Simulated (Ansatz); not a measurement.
**A cut through the energy surface**

CdF$_{2}$ (SMILES [F][Cd][F]), closed shell, at its PBE0-D4/def2-TZVP minimum:

```tsv
atom	x (Å)	y (Å)	z (Å)
F1	1.4587	0.8531	0.8836
Cd2	-0.0037	-0.0215	-0.0044
F3	-1.4659	-0.8963	-0.8924
```

The bond length Cd2–F3 (1.921 Å at the minimum) is set to the values below, the two halves moving rigidly along the bond. Each method's energies count from its own value at the PBE0-D4 minimum structure. Program: Ansatz 0.2.0. Basis: def2-TZVPP. Cores are frozen in the correlated methods. Filled d shells of the heavier atoms are correlated. Core potentials replace the inner electrons of the atoms past krypton. B3LYP uses VWN-RPA correlation.

CCSD(T) energies along the scan:
| bond length (Å) | CCSD(T) (eV) |
| --- | --- |
| 1.729 | 0.536 |
| 1.768 | 0.309 |
| 1.824 | 0.106 |
| 1.890 | 0.006 |
| 1.963 | 0.023 |
| 2.042 | 0.143 |
| 2.126 | 0.346 |
| 2.214 | 0.607 |
| 2.306 | 0.909 |
They count from the CCSD(T) energy at the PBE0-D4 minimum.

Minimum and curvature along this coordinate at CCSD(T): A fifth-order fit through the nearest points gives 1.915 Å, with a curvature of about 22 eV/Å².

Q: Treat the two halves as rigid bodies and work out the harmonic wavenumber of this stretch from that curvature (ν̃ = 521.5 √(k/μ) cm⁻¹ with k in eV/Å² and μ in u).

A: The halves weigh 131.41 and 19.00 u, so μ = 131.41 × 19.00/150.41 = 16.600 u and ν̃ = 521.5 √(22/16.600) ≈ 600 cm⁻¹. A true normal mode mixes in other motions, so this is a guide only.

Largest difference from the CCSD(T) curve over the scan: r2SCAN-D4 0.011; B3LYP-D4 0.084; wB97M-V 0.034; MP2 0.069 eV. Each curve counts from its own value at the minimum.

T1 diagnostic: at most 0.022.

For scale, one of the runs: CCSD(T)/def2-TZVPP, 118 basis functions (an equivalent command: `ansatz run in.yaml --threads 2`). Hardware: 2 CPU threads, shared host. Wall time about 13 s.
